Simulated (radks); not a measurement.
Q: Neutral germanium, 32 electrons, occupied as [Ar] 3d10 4s2 4p1 5p1 (not the ground configuration). All-electron calculation, Dirac Kohn-Sham, LDA (Slater exchange, Perdew-Wang correlation), spin-unpolarised, spherical densities, finite nucleus; open shells fill j = l - 1/2 first; Fermi nuclear charge, rms radius 4.0742 fm. Program: a radial shooting solver on a logarithmic mesh with Libxc functionals. Some entries of the table are withheld. Estimate them.

orbital  occ.  eigenvalue (eV)  <r^2> (bohr^2)  <r> (bohr)
1s1/2       2        -10943.23        0.002981     0.04706
2s1/2       2        -1374.319         0.05215      0.2102
2p1/2       2        -1224.404         0.04042         (1)
2p3/2       4        -1192.597         0.04191         (2)
3s1/2       2        -173.1167          0.4515      0.6253
3p1/2       2        -123.6782             (3)      0.6405
3p3/2       4        -119.3881             (4)      0.6513
3d3/2       4         -35.3188          0.6882      0.7325
3d5/2       6         -34.7314          0.6985      0.7378
4s1/2       2         -16.5885           4.728       2.029
4p1/2       1          -8.1631           7.622       2.552
4p3/2       0          -7.9170           7.882       2.596
5s1/2       0          -2.2830           48.91       6.559
5p1/2       1          -1.2057             (5)         (6)
5p3/2       0          -1.1862             (7)         (8)
4d3/2       0          -0.7885           77.09         (9)
4d5/2       0          -0.7859           77.45        (10)

A: 
(1) 2p1/2 <r> (bohr): 0.1814
(2) 2p3/2 <r> (bohr): 0.1850
(3) 3p1/2 <r^2> (bohr^2): 0.4836
(4) 3p3/2 <r^2> (bohr^2): 0.5000
(5) 5p1/2 <r^2> (bohr^2): 86.68
(6) 5p1/2 <r> (bohr): 8.777
(7) 5p3/2 <r^2> (bohr^2): 88.25
(8) 5p3/2 <r> (bohr): 8.859
(9) 4d3/2 <r> (bohr): 8.055
(10) 4d5/2 <r> (bohr): 8.076
